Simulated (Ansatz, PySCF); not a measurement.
Au2H2S2Si, SMILES [S]([SiH2][S][Au])[Au], multiplicity 1.

Geometry: B3LYP-D3(BJ)/def2-SVP. The spin state was assumed, not searched. The def2 effective core potentials stand for the cores of Au; spin–orbit coupling is left out. One conformer was computed; it need not be the lowest.

Vertical ionisation energy (IE) and electron affinity (EA) in eV. Rows of orbital energies are one-electron estimates. Where ΔSCF, EOM or ADC give a negative EA the extra electron is unbound and the value depends on the basis.

| level | IE | EA |
|---|---|---|
| −ε(HOMO), −ε(LUMO), ωB97X/def2-TZVP (PySCF) | ___ | ___ |
| −ε(HOMO), −ε(LUMO), PBE/def2-TZVP (PySCF) | 5.69 | 4.48 |
| ΔSCF, PBE0/def2-TZVPD (Ansatz), final states of multiplicity 2 and 2 | 8.25 | 2.27 |
| ΔSCF, PBE/def2-TZVPD (Ansatz), final states of multiplicity 2 and 2 | 8.04 | 2.57 |

### Question
Some entries are withheld; supply them. (Estimate from the structure and the level; the computed values follow.)

### Answer

- −ε(HOMO), −ε(LUMO), ωB97X/def2-TZVP (PySCF), IE: 8.85
- −ε(HOMO), −ε(LUMO), ωB97X/def2-TZVP (PySCF), EA: 1.61

### Question
What vertical singlet–triplet gap does ΔSCF give with PBE0/def2-TZVPD (Ansatz, a program for electronic structure) and with PBE/def2-TZVPD (Ansatz)? (An estimate is asked for; the answer gives what the named calculation found.)

### Answer
1.68 and 1.28 eV (triplet above singlet where positive).
